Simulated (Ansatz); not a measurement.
Relaxed structures of BSiHSO, singlet (PBE0-D4/def2-TZVP; forces vanish, vibrations not checked; lower isomers may exist, and structures with a doubtful reference or unclear bonds are left out; Å). Program: Ansatz 0.2.0. Basis: def2-TZVPP. Cores are frozen in the correlated methods.

Task: Rank them by CCSD(T) energy, lowest first, and give each one's height above the lowest. Links in brackets join atoms within 1.22 times the sum of their covalent radii (1.1 for two metals). (To be estimated.)
A.
BSiHSO ([O][SiH][B][S])
```
5
angstrom
B 0.3058 0.2080 0.9380
Si 0.4681 -0.6194 -0.8587
O 0.3663 -2.1203 -1.0622
S 0.1761 0.8829 2.3819
H 0.6933 0.3658 -1.9469
```
B.
BSiHSO ([BH][Si]1[O][S]1)
```
5
angstrom
B -0.9436 1.1333 -0.1122
Si 0.3555 -0.2858 -0.3830
O 0.2697 -1.8008 0.3077
S 1.7065 -1.0338 1.0055
H -1.3882 1.9871 -0.8179
```
C.
BSiHSO ([OH][Si][B][S])
```
5
angstrom
B 0.5769 0.1581 0.5159
Si -0.1863 -0.9225 -1.0823
O -0.3096 -2.3969 -0.3485
S 1.1705 1.0667 1.7070
H -0.0496 -2.5169 0.5680
```

Result: Computed: C (0.000 eV), A (0.105 eV), B (4.043 eV). Heights count from the lowest.

No T1 diagnostic of these runs exceeds 0.024. The restricted Hartree–Fock reference is unstable towards an unrestricted one at one or more of these structures. A large double-excitation amplitude points to some diradical character; no triplet was computed.

For scale, one of the runs: CCSD(T)/def2-TZVPP, 160 basis functions, launched by `ansatz run in.yaml --threads 2 --pin off --events-out ev --progress --plain --max-ram 4352MiB`. Hardware: 2 CPU threads of an Intel Xeon, shared host. Wall time 44 s; peak host memory 1.1 GiB.
